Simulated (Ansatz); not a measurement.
Reaction (formal hydrolysis of a C–F bond): `FBCF` + H₂O → `OCBF` + H–F

Program: Ansatz. Geometries: PBE0-D4/def2-TZVP. ΔE: electronic, gas phase. CCSD(T)/CBS adds triple-zeta CCSD(T) − MP2 to the extrapolated MP2 energy (def2 sets, frozen cores). This one scheme is used for every species. DFT in def2-TZVPP. B3LYP here is the variant with VWN-RPA as its local correlation; programs differ in this. One conformer a species, not always the lowest.

```tsv
species	B3LYP energy (Eh)
`FBCF`	-264.60772
H₂O	-76.46667
`OCBF`	-240.58012
H–F	-100.49272
```

Question: Work out ΔE.

Answer: ΔE = (-240.58012) + (-100.49272) − (-264.60772) − (-76.46667) = 0.00155 Eh = +0.04 eV. CCSD(T)/CBS gives -0.05 eV.

Largest T1 diagnostic among the species: 0.012.

In def2-TZVPP, CCSD(T) changes the Hartree–Fock value by −0.12 eV (the triples alone add −0.01 eV) and MP2 by −0.15 eV.
